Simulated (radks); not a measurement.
Values are calculated unless marked as measured or tabulated.
All-electron atom: N II in [He] 2s2 2p1 6d1 (not the ground configuration). Code: a radial shooting solver on a logarithmic mesh with Libxc functionals. Model: Dirac Kohn-Sham, PBEsol, spin-unpolarised, spherical densities, finite nucleus; open shells are shared between the two j in proportion to 2j + 1; Fermi nuclear charge, rms radius 2.5582 fm.

Spin-orbit splittings of the eigenvalues, e(l+1/2) - e(l-1/2), with zeta = 2 splitting/(2l+1) and mean radii in bohr:

shell	occ.	splitting (eV)	zeta (eV)	<r> j=l-1/2	<r> j=l+1/2
2p	1	0.02953	0.01969	1.140	1.141
6d	1	0.00003768	0.00001507	23.03	23.03
